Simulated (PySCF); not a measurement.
NbF4Cl, SMILES [F][Nb]([F])([F])([F])[Cl], multiplicity 1. Atoms are numbered in the order given.

```xyz
6

Nb     0.0000     0.0000    -0.2074
F     -1.2618    -1.2618    -0.7339
F     -1.2618     1.2618    -0.7339
F      1.2618    -1.2618    -0.7339
F      1.2618     1.2618    -0.7339
Cl     0.0000     0.0000     2.0543
```
Charge 0, spin multiplicity 1.

Geometry: B3LYP-D3(BJ)/def2-SVP. The spin state was assumed, not searched. The structure was generated by enumeration; whether it is a known compound was not checked. The def2 effective core potentials stand for the cores of Nb; spin–orbit coupling is left out.

Calculation: PBE/def2-TZVP (PySCF).

Symmetry labels are those of the subgroup C2v that the program uses (full group C4v).

Computed valence orbital energies around the gap with their symmetry:
```json
[
 {"orbital": "HOMO−7", "symmetry": "B2", "energy (eV)": "-10.68"},
 {"orbital": "HOMO−6", "symmetry": "A1", "energy (eV)": "-10.65"},
 {"orbital": "HOMO−5", "symmetry": "B1", "energy (eV)": "-10.49"},
 {"orbital": "HOMO−4", "symmetry": "B2", "energy (eV)": "-10.49"},
 {"orbital": "HOMO−3", "symmetry": "A2", "energy (eV)": "-10.44"},
 {"orbital": "HOMO−2", "symmetry": "A2", "energy (eV)": "-9.73"},
 {"orbital": "HOMO−1", "symmetry": "B1", "energy (eV)": "-9.41"},
 {"orbital": "HOMO", "symmetry": "B2", "energy (eV)": "-9.41"},
 {"orbital": "LUMO", "symmetry": "B1", "energy (eV)": "-4.09"},
 {"orbital": "LUMO+1", "symmetry": "B2", "energy (eV)": "-4.09"},
 {"orbital": "LUMO+2", "symmetry": "A1", "energy (eV)": "-4.05"},
 {"orbital": "LUMO+3", "symmetry": "A1", "energy (eV)": "-3.33"}
]
```
